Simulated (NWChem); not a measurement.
The numbers come from NWChem runs, not from measurements. System: HSb, charge 0, spin multiplicity 3, at a geometry optimised with UPBE0/def2-SVP with def2 effective core potentials on Sb. The structure started from a generated list of species. Its SCF solution wasn't tested for a lower state. Level: UMP2/def2-TZVP with def2 effective core potentials on Sb, 4 core orbitals frozen.

Input file:

```
start mol
memory heap 200 mb stack 900 mb global 1100 mb
geometry units angstroms nocenter noautoz
  Sb     0.000000     0.000000     0.033170
  H      0.000000     0.000000    -1.691659
  symmetry group C2v
end
basis spherical
  * library def2-tzvp
end
ecp
  Sb library def2-ecp
end
scf
  uhf
  nopen 2
  maxiter 100
  thresh 1e-7
  semidirect memsize 60000000 filesize 0
  # guess.movecs holds the orbitals of an unrestricted PBE0 run
  vectors input guess.movecs output mol.movecs
end
mp2
  freeze core 4
end
task mp2 energy
```

Output (cleaned and shortened):

```
             Northwest Computational Chemistry Package (NWChem) 7.3.0
             --------------------------------------------------------

                                NWChem Input Module
                                -------------------

 Scaling coordinates for geometry "geometry" by  1.889725989
 (inverse scale =  0.529177249)

 Turning off AUTOSYM since
 SYMMETRY directive was detected!

                             Geometry "geometry" -> ""
                             -------------------------

 Output coordinates in angstroms (scale by  1.889725989 to convert to a.u.)

  No.       Tag          Charge          X              Y              Z
 ---- ---------------- ---------- -------------- -------------- --------------
    1 Sb                  51.0000     0.00000000     0.00000000     0.03317000
    2 H                    1.0000     0.00000000     0.00000000    -1.69165900

 Effective nuclear repulsion energy (a.u.)      15.6467914785

            Nuclear Dipole moment (a.u.)
            ----------------------------
        X                 Y               Z
 ---------------- ---------------- ----------------
     0.0000000000     0.0000000000     0.0000207870

      Symmetry information
      --------------------

 Group name             C2v
 Group number             16
 Group order               4
 No. of unique centers     2

      Symmetry unique atoms

     1    2


 Summary of "ao basis" -> "" (spherical)
 ------------------------------------------------------------------------------
       Tag                 Description            Shells   Functions and Types
 ---------------- ------------------------------  ------  ---------------------
 *                         def2-tzvp                  on all atoms

 Summary of "ao basis" -> "ao basis" (spherical)
 ------------------------------------------------------------------------------
       Tag                 Description            Shells   Functions and Types
 ---------------- ------------------------------  ------  ---------------------
 Sb                        def2-tzvp                16       50   6s5p3d2f
 H                         def2-tzvp                 4        6   3s1p

                                 NWChem SCF Module
                                 -----------------

  ao basis        = "ao basis"
  functions       =    56
  atoms           =     2
  alpha electrons =    13
  beta  electrons =    11
  charge          =   0.00
  wavefunction    = UHF
  use symmetry    = T
  symmetry adapt  = T

 Summary of "ao basis" -> "ao basis" (spherical)
 ------------------------------------------------------------------------------
       Tag                 Description            Shells   Functions and Types
 ---------------- ------------------------------  ------  ---------------------
 Sb                        def2-tzvp                16       50   6s5p3d2f
 H                         def2-tzvp                 4        6   3s1p

      Symmetry analysis of basis
      --------------------------

        a1         25
        a2          5
        b1         13
        b2         13

 Forming initial guess at       0.1s

   Symmetry analysis of molecular orbitals - initial alpha
   -------------------------------------------------------

  Numbering of irreducible representations:

     1 a1          2 a2          3 b1          4 b2

  Orbital symmetries:

     1 a1          2 b2          3 b1          4 a1          5 a2
     6 a1          7 a1          8 b2          9 b1         10 a1
    11 a1         12 b2         13 b1         14 a1         15 a1
    16 b2         17 b1         18 a1         19 a2         20 a1
    21 b2         22 b1         23 a1

   Symmetry analysis of molecular orbitals - initial beta
   ------------------------------------------------------

  Numbering of irreducible representations:

     1 a1          2 a2          3 b1          4 b2

  Orbital symmetries:

     1 a1          2 a1          3 b2          4 b1          5 a1
     6 b2          7 b1          8 a2          9 a1         10 a1
    11 a1         12 b2         13 b1         14 a1         15 a1
    16 b2         17 b1         18 a1         19 b2         20 b1
    21 a2         22 a1         23 a1

 Starting SCF solution at       0.1s

 ----------------------------------------------
         Quadratically convergent UHF

 Convergence threshold     :          1.000E-07
 Maximum no. of iterations :          100
 Integral*density screening:          1.000E-09
 ----------------------------------------------

              iter       energy          gnorm     gmax       time
             ----- ------------------- --------- --------- --------
                 1     -239.8287080009  2.60D-01  6.47D-02      0.4
                 2     -239.8365477349  1.38D-02  3.73D-03      0.4
                 3     -239.8366232900  1.05D-04  3.49D-05      0.5
                 4     -239.8366232939  4.61D-09  1.45D-09      0.6

       Final UHF  results
       ------------------

         Total SCF energy =   -239.836623293943
      One electron energy =   -434.217594123931
      Two electron energy =    187.324574673040
 Nuclear repulsion energy =      7.056396156948

                       Sz =      1.0000
                 Sz(Sz+1) =      2.0000
                      S^2 =      2.0208

        Time for solution =      0.5s

       Symmetry analysis of molecular orbitals - alpha
       -----------------------------------------------

  Numbering of irreducible representations:

     1 a1          2 a2          3 b1          4 b2

  Orbital symmetries:

     1 a1          2 b1          3 b2          4 a1          5 a2
[...]
   Bfn.  Coefficient  Atom+Function         Bfn.  Coefficient  Atom+Function
  ----- ------------  ---------------      ----- ------------  ---------------
    19      1.639894  1 Sb px                16     -1.426092  1 Sb px
    10      0.197510  1 Sb px

                     UHF Final Beta Molecular Orbital Analysis
                     -----------------------------------------

 Vector    9  Occ=1.000000D+00  E=-1.611078D+00  Symmetry=a1
              MO Center= -2.0D-16, -5.6D-17,  3.2D-02, r^2= 3.4D-01
   Bfn.  Coefficient  Atom+Function         Bfn.  Coefficient  Atom+Function
  ----- ------------  ---------------      ----- ------------  ---------------
    26      0.916779  1 Sb d  2

 Vector   10  Occ=1.000000D+00  E=-6.201516D-01  Symmetry=a1
              MO Center=  9.5D-16, -5.3D-16, -6.4D-01, r^2= 1.7D+00
   Bfn.  Coefficient  Atom+Function         Bfn.  Coefficient  Atom+Function
  ----- ------------  ---------------      ----- ------------  ---------------
     5      0.622869  1 Sb s                  3     -0.404229  1 Sb s
     2      0.386734  1 Sb s                  6      0.346018  1 Sb s
     4     -0.313641  1 Sb s                 52      0.219024  2 H  s
     1     -0.191106  1 Sb s

 Vector   11  Occ=1.000000D+00  E=-3.936827D-01  Symmetry=a1
              MO Center= -2.0D-15,  1.9D-16, -1.3D-01, r^2= 2.7D+00
   Bfn.  Coefficient  Atom+Function         Bfn.  Coefficient  Atom+Function
  ----- ------------  ---------------      ----- ------------  ---------------
     5      0.385228  1 Sb s                  6      0.371148  1 Sb s
    18      0.295285  1 Sb pz                12     -0.277622  1 Sb pz
    52     -0.266028  2 H  s                  3     -0.260321  1 Sb s
    15      0.245184  1 Sb pz                 2      0.240904  1 Sb s
    53     -0.189963  2 H  s                  4     -0.186508  1 Sb s

 Vector   12  Occ=0.000000D+00  E= 2.018011D-02  Symmetry=b1
              MO Center=  1.2D-16, -9.4D-18,  2.5D-02, r^2= 4.4D+00
   Bfn.  Coefficient  Atom+Function         Bfn.  Coefficient  Atom+Function
  ----- ------------  ---------------      ----- ------------  ---------------
    19      0.706238  1 Sb px                10     -0.297251  1 Sb px
    13      0.280256  1 Sb px                16      0.186801  1 Sb px

 Vector   13  Occ=0.000000D+00  E= 2.018011D-02  Symmetry=b2
              MO Center=  1.2D-16, -5.1D-16,  2.5D-02, r^2= 4.4D+00
   Bfn.  Coefficient  Atom+Function         Bfn.  Coefficient  Atom+Function
  ----- ------------  ---------------      ----- ------------  ---------------
    20      0.706238  1 Sb py                11     -0.297251  1 Sb py
    14      0.280256  1 Sb py                17      0.186801  1 Sb py

 Vector   14  Occ=0.000000D+00  E= 1.238300D-01  Symmetry=a1
              MO Center= -3.2D-16,  3.1D-16,  5.8D-01, r^2= 6.3D+00
   Bfn.  Coefficient  Atom+Function         Bfn.  Coefficient  Atom+Function
  ----- ------------  ---------------      ----- ------------  ---------------
    53      1.613880  2 H  s                 21      1.477178  1 Sb pz
     6     -0.946950  1 Sb s                  3      0.178379  1 Sb s
     5     -0.162862  1 Sb s                  2     -0.158546  1 Sb s
    15      0.155098  1 Sb pz

 center of mass
 --------------
 x =   0.00000000 y =   0.00000000 z =   0.03573680

 moments of inertia (a.u.)
 ------------------
          10.618660126600           0.000000000000           0.000000000000
           0.000000000000          10.618660126600           0.000000000000
           0.000000000000           0.000000000000           0.000000000000

  Mulliken analysis of the total density
  --------------------------------------

    Atom       Charge   Shell Charges
 -----------   ------   -------------------------------------------------------
    1 Sb  23    22.96   0.16 -0.66  1.57  0.93  1.06  0.85 -0.46  6.43  0.83  1.64  0.56  9.04  0.95  0.07  0.01  0.00
    2 H    1     1.04   0.21  0.56  0.25  0.01

  Mulliken analysis of the alpha density
  --------------------------------------

    Atom       Charge   Shell Charges
 -----------   ------   -------------------------------------------------------
    1 Sb  23    12.53   0.08 -0.33  0.78  0.46  0.53  0.45 -0.24  3.23  0.65  1.39  0.49  4.50  0.49  0.05  0.00  0.00
    2 H    1     0.47   0.10  0.25  0.11  0.01

   Mulliken analysis of the beta density
   -------------------------------------

    Atom       Charge   Shell Charges
 -----------   ------   -------------------------------------------------------
    1 Sb  23    10.43   0.08 -0.33  0.78  0.47  0.53  0.40 -0.23  3.20  0.17  0.25  0.07  4.54  0.46  0.02  0.01  0.00
    2 H    1     0.57   0.11  0.31  0.14  0.00

   Mulliken analysis of the spin density
   -------------------------------------

    Atom       Charge   Shell Charges
 -----------   ------   -------------------------------------------------------
    1 Sb  23     2.10  -0.00  0.00 -0.00 -0.01 -0.00  0.04 -0.01  0.02  0.48  1.14  0.41 -0.04  0.04  0.02 -0.00 -0.00
    2 H    1    -0.10  -0.02 -0.06 -0.03  0.00

       Multipole analysis of the density wrt the origin
       ------------------------------------------------

     L   x y z        total         alpha         beta         nuclear
     -   - - -        -----         -----         ----         -------
     0   0 0 0      0.000000    -13.000000    -11.000000     24.000000

     1   1 0 0      0.000000      0.000000      0.000000      0.000000
     1   0 1 0      0.000000     -0.000000      0.000000      0.000000
     1   0 0 1      0.063886      0.917568      0.901399     -1.755081

     2   2 0 0    -20.300036    -14.189807     -6.110229      0.000000
     2   1 1 0     -0.000000     -0.000000      0.000000      0.000000
     2   1 0 1      0.000000      0.000000      0.000000      0.000000
     2   0 2 0    -20.300036    -14.189807     -6.110229      0.000000
     2   0 1 1      0.000000     -0.000000      0.000000      0.000000
     2   0 0 2    -20.675727    -16.873997    -14.111450     10.309719

                   NWChem MP2 Semi-direct Energy/Gradient Module
                   ---------------------------------------------

  Basis functions       =     56
  Molecular orbitals    =     56
  Frozen core           =      4
  Frozen virtuals       =      0
  Active alpha occupied =      9
  Active beta occupied  =      7
  Active alpha virtual  =     43
  Active beta virtual   =     45
  Use MO symmetry       = T
  Use skeleton AO sym   = T

  AO/Fock/Back tols     =   1.0D-09  1.0D-09  1.0D-09

 GA uses MA = F    GA memory limited = T

 Available:
  local mem=  1.26D+08
 global mem=  1.44D+08
 local disk=  0.00D+00
  mp2_memr nvloc                    43
  nvloc new                    43
   1 passes of   9:        4194304                      25739                   2105450.
   1 passes of   9: M    126142334           G      144172928           F     121948030.

 Semi-direct pass number   1 of   1  for UHF alpha       at        0.6s
  vrange nnbf                  1596
  mp2_eaftype                    10  avail_ma_in_mb                  1099
 EAF : mp2_eaftype filesize          10    1052725.
  mp2_eaf for mointskh                     10
Node 0 wrote      4.9 Mb in      0.0 s     Agg I/O rate:  1576.2 Mb/s
 Done moints_semi at        1.6s
  mp2_eaftype                    10  avail_ma_in_mb                  1089
 EAF : mp2_eaftype filesize          10    1052725.
  mp2_eaf for kh                    10
 Done maket at        1.6s
 Done multipass loop at        1.6s

 GA uses MA = F    GA memory limited = T

 Available:
  local mem=  1.26D+08
 global mem=  1.44D+08
 local disk=  0.00D+00
  mp2_memr nvloc                    45
  nvloc new                    45
   1 passes of   7:        4194304                      22141                   1714749.
   1 passes of   7: M    126142334           G      144172928           F     121948030.

 Semi-direct pass number   1 of   1  for UHF beta        at        1.7s
  vrange nnbf                  1596
  mp2_eaftype                    10  avail_ma_in_mb                  1099
 EAF : mp2_eaftype filesize          10     857375.
  mp2_eaf for mointskh                     10
Node 0 wrote      4.0 Mb in      0.0 s     Agg I/O rate:  2067.1 Mb/s
 Done moints_semi at        2.5s
  mp2_eaftype                    10  avail_ma_in_mb                  1089
 EAF : mp2_eaftype filesize          10     857375.
  mp2_eaf for kh                    10
 Done maket at        2.5s
 Done multipass loop at        2.5s

          -------------------------------------------
          SCF energy                -239.836623293943
          Correlation energy          -0.305028170639
          Singlet pairs                0.000000000000
          Triplet pairs                0.000000000000
          Total MP2 energy          -240.141651464582
          -------------------------------------------

          ---------------------------------------------------
                    Spin Component Scaled (SCS) MP2
          Same spin pairs                     -0.106347804245
          Same spin scaling factor             0.333333333333
          Opposite spin pairs                 -0.198680366394
          Opposite spin scaling fact.          1.200000000000
          SCS-MP2 correlation energy          -0.273865707754
          Total SCS-MP2 energy              -240.110489001698
          ---------------------------------------------------

 -----------------------
 Performance information
 -----------------------

 Timer overhead =  1.08D-07 seconds/call

               Nr. of calls         CPU time (s)                 Wall time (s)                GFlops
             ---------------    -------------------     ------------------------------   -------------------
Name         Min   Avg   Max    Min     Avg     Max     Min     Avg     Max   Mx/calls   Min     Max     Sum
mp2: moin     2     2     2    1.8     1.8     1.8      1.8     1.8     1.8    0.91      0.0     0.0     0.0
mp2: make     2     2     2   6.21E-2 6.21E-2 6.21E-2  6.21E-2 6.21E-2 6.21E-2 3.10E-2   0.0     0.0     0.0
mp2: tota     1     1     1    2.0     2.0     2.0      2.0     2.0     2.0     2.0      0.0     0.0     0.0

 The average no. of pstat calls per process was 5.00D+00
 with a timing overhead of 5.41D-07s

 Task  times  cpu:        2.5s     wall:        2.5s

 Total times  cpu:        2.6s     wall:        2.6s
```
